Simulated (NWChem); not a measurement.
System: CH₃Mg cation; SMILES [CH3][Mg+]

The following NWChem deck was run.

```
start job
memory heap 200 mb stack 900 mb global 1100 mb
charge 1
geometry units angstroms noautoz
  Mg     0.000000     0.000000    -0.949386
  C      0.000000     0.000000     1.148808
  H      0.740484     0.740484     1.458086
  H      0.271036    -1.011520     1.458086
  H     -1.011520     0.271036     1.458086
end
basis spherical
  * library def2-svp
end
dft
  xc pbe0
  iterations 150
  mulliken
end
task dft energy
```

All runs use the structure optimised with B3LYP/6-31G* (spherical d).

Q: What results follow from this input? (PBE0/def2-SVP.) Quantities: basis functions; energy (Ha); highest occupied level (eV); orbital gap (eV).

A: 
| Quantity | Value |
|---|---|
| number of basis functions | 47 |
| energy (Ha) | -239.44 |
| highest occupied level (eV) | -13.02 |
| orbital gap (eV) | 4.48 |
